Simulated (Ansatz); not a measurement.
Reading a saddle point

A first-order saddle point of Si₃N₃H₁₂, doublet, PBE0-D4/def2-TZVP, with one imaginary mode of 1218i cm⁻¹:

| atom | x (Å) | y (Å) | z (Å) |
| --- | --- | --- | --- |
| Si1 | 0.7227 | 0.1344 | 0.8262 |
| N2 | 1.0715 | -0.0361 | -1.0446 |
| Si3 | -0.1541 | -0.7463 | -2.0919 |
| N4 | -0.4830 | 1.4396 | 0.8895 |
| Si5 | -2.1469 | 1.2136 | 1.2873 |
| H6 | -0.2467 | -0.9943 | 1.0276 |
| H7 | 1.9045 | -0.7727 | -0.5393 |
| N8 | 2.2421 | -1.1363 | 0.7522 |
| H9 | 1.4797 | 0.8093 | -1.4296 |
| H10 | -1.4146 | 0.0316 | -2.0487 |
| H11 | -0.3827 | -2.1283 | -1.6108 |
| H12 | 0.3604 | -0.7696 | -3.4863 |
| H13 | -0.1257 | 2.3738 | 1.0264 |
| H14 | -2.3689 | 0.6282 | 2.6415 |
| H15 | -2.8024 | 0.2993 | 0.3132 |
| H16 | -2.8369 | 2.5340 | 1.2498 |
| H17 | 2.0630 | -2.0716 | 1.1006 |
| H18 | 3.1182 | -0.8083 | 1.1370 |

Program: Ansatz 0.2.0. Basis: def2-TZVPP and def2-QZVPP. Cores are frozen in the correlated methods; orbitals are unrestricted. Extrapolation: Hartree–Fock as exp(−7.88 √X), correlation as X^−2.97.

Problem. Which contacts change along the imaginary mode, and what lies on either side? (Judge from chemistry; the calculation decides.)

Solution. Computed: The step is Si₃N₂H₉ ([SiH3][NH][SiH][NH][SiH3]) + NH₃ → Si₂N₂H₇ ([NH2][SiH][NH][SiH3]) + SiNH₅ ([NH2][SiH3]), with the molecules in contact on both sides. Shortening one way: Si1–N8, N2–H7; lengthening the same way: Si1–N2, H7–N8.
| pair | one side (Å) | saddle (Å) | other side (Å) |
| --- | --- | --- | --- |
| Si1–N8 | 2.99 | 1.98 | 1.72 |
| N2–H7 | 3.81 | 1.22 | 1.01 |
| Si1–N2 | 1.73 | 1.91 | 3.26 |
| H7–N8 | 1.01 | 1.38 | 4.44 |

Problem. Which side is lower, and how far does the saddle lie above each? (To be estimated.)

Solution. By the calculation: The side with Si1–N2, H7–N8 short is lower by 0.169 eV; the saddle lies 1.354 eV above it and 1.185 eV above the other (CCSD(T) at an estimated basis limit (MP2 extrapolated from triple and quadruple zeta, plus CCSD(T) − MP2 in triple zeta); electronic energies).

The T1 diagnostic stays at or below 0.014. ⟨S²⟩ of the unrestricted Hartree–Fock references: 0.75 to 0.76 (a pure state has 0.75).

Labels in which every atom is bracketed show which atoms are joined, not bond orders.

For scale, one of the runs: CCSD(T)/def2-TZVPP, 387 basis functions, launched by `ansatz run in.yaml --threads 4 --pin off --events-out ev --progress --plain --max-ram 46080MiB --backend cuda --devices 0, --max-vram 37GiB`. Hardware: 4 CPU threads of an AMD EPYC 7R13 and a share of one NVIDIA H100, shared host. Wall time 7.1 min; peak host memory 1.7 GiB.
